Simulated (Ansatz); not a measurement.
Total energies of Be2Cl4 from Ansatz at PBE0-D4/def2-TZVPD, gas phase (1 Eh = 27.2114 eV = 2625.5 kJ/mol). The reference geometry is relaxed at r2SCAN-D4/def2-SVP.

```csv
atom,x (Å),y (Å),z (Å)
Be1,-1.2006,-0.3192,0.4511
Be2,1.2005,0.3220,-0.4493
Cl3,-0.6493,0.8147,-1.1512
Cl4,2.8724,0.7609,-1.0818
Cl5,0.6494,-0.8048,1.1582
Cl6,-2.8725,-0.7736,1.0731
```

```csv
state,geometry,energy (Eh)
charge 0 singlet,reference,-1870.02494
charge -1 doublet,reference,-1870.01534
charge -1 doublet,relaxed at r2SCAN-D4/def2-SVPD,-1870.04469
free Be atom (singlet),–,-14.63549
free Cl atom (doublet),–,-459.99797
```

Q: Work out the vertical electron affinity, to the doublet.

A: E(charge 0 singlet) − E(charge -1 doublet) = -1870.02494 − (-1870.01534) = -0.00960 Eh = -0.26 eV; negative, so the extra electron isn't bound.

Q: How much does the charge -1 doublet relax, and what is the adiabatic electron affinity?

A: Relaxation: -1870.01534 − (-1870.04469) = 0.02935 Eh = 0.80 eV. Adiabatic electron affinity: 0.01975 Eh = 0.54 eV, without zero-point energy. 

Q: What is the binding energy per atom against free atoms?

A: Atoms: 2 × (-14.63549) + 4 × (-459.99797) = -1869.26286 Eh. Binding: -1869.26286 − (-1870.02494) = 0.76208 Eh = 20.74 eV, or 3.46 eV for each of 6 atoms (no zero-point energy, no counterpoise term).

At PBE0-D4/def2-TZVPD the highest occupied level of the charge -1 doublet lies above zero (up to 1.29 eV). By energy differences it is unbound by 0.26 eV (vertical, to the charge 0 singlet, at PBE0-D4/def2-TZVPD) and held by the finite basis. 

The structure comes from a short search, and lower isomers may exist.
